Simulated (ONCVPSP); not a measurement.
**Which change was made? (Cu, ONCV)**

| Item | Value |
| --- | --- |
| Element | Cu |
| Generator | ONCVPSP 4.0.1 |
| Type | optimised norm-conserving Vanderbilt (ONCV) |
| Functional | LDA (Perdew-Wang 92) |
| Relativity | fully relativistic |
| Frozen core | [Ne] |
| Valence charge | 19 |
| Reference configuration | 3s2 3p6 3d10 4p1 |
| Partial waves | 3s: rc 0.70 bohr, ncon 5, nbas 9, qcut 9.2 1/bohr, 2 projectors, debl 2 Ha; 3p+4p: rc 1.20 bohr, ncon 5, nbas 10, qcut 13.6 1/bohr, 2 projectors; 3d: rc 0.75 bohr, ncon 3, nbas 6, qcut 13.9 1/bohr, 2 projectors, debl 3.6 Ha |
| Local potential | polynomial inside 0.70 bohr (lpopt 5, dvloc0 0 Ha) |
| Core correction | none |

Open shells are filled in proportion to 2j + 1.

In the s channel the program set the typed energies aside and used -4.271, 0.250 Ha.

Cutoffs, loose and tight: the cutoffs (Ha) at which the residual kinetic energy of the hardest occupied pseudo-wave falls to 1 and 0.1 mHa per electron. They do not see the model core or the augmentation charge, which bear on the density cutoff. Test errors are all-electron minus pseudo excitation energies from the reference, over the configurations 3s2 3p6 3d10 4s1 4p0; 3s2 3p6 3d10 4p0; 3s2 3p6 3d9 4p0; 3s2 3p6 3d9 4s2 4p0; variants that change the core or the reference have their own tests.

The base gives: outcome: generated, projector energies reset by the program; cutoff, loose: 401 Ha; cutoff, tight: 470 Ha; bound ghosts: none; GHOST(+) flags above zero: s; largest test error (meV): -10.

Question: After one change the result is: outcome: generated, projector energies reset by the program; cutoff, loose: 273 Ha; cutoff, tight: 456 Ha; bound ghosts: none; GHOST(+) flags above zero: s; largest test error (meV): -10. Which change was it?
A. core [Ar], valence charge 11; reference 3d10 4s0.75 4p0.25; waves now 4s: rc 2.00 bohr, ncon 4, nbas 8, qcut 4.1 1/bohr, 1 projector; 4p: rc 3.45 bohr, ncon 3, nbas 8, qcut 2.8 1/bohr, 3 projectors, debl 2.3 Ha; 3d: rc 1.10 bohr, ncon 3, nbas 8, qcut 13 1/bohr, 2 projectors, debl 0.9 Ha; local potential polynomial inside 0.75 bohr (lpopt 5, dvloc0 1 Ha)
B. s: rc 0.62; local potential polynomial inside 0.62 bohr (lpopt 5, dvloc0 0 Ha)
C. d: ncon 4, nbas 7

Answer: B. The others give: core [Ar], valence charge 11; reference 3d10 4s0.75 4p0.25; waves now 4s: rc 2.00 bohr, ncon 4, nbas 8, qcut 4.1 1/bohr, 1 projector; 4p: rc 3.45 bohr, ncon 3, nbas 8, qcut 2.8 1/bohr, 3 projectors, debl 2.3 Ha; 3d: rc 1.10 bohr, ncon 3, nbas 8, qcut 13 1/bohr, 2 projectors, debl 0.9 Ha; local potential polynomial inside 0.75 bohr (lpopt 5, dvloc0 1 Ha) → outcome: generated; cutoff, loose: 70 Ha; cutoff, tight: 79 Ha; bound ghosts: s; GHOST(+) flags above zero: p3/2, p1/2; largest test error (meV): -7.0 over the solved tests; 2 of 4 tests not solved or not reliable | d: ncon 4, nbas 7 → outcome: generated, projector energies reset by the program; cutoff, loose: 401 Ha; cutoff, tight: 470 Ha; bound ghosts: none; GHOST(+) flags above zero: s; largest test error (meV): +4.4.
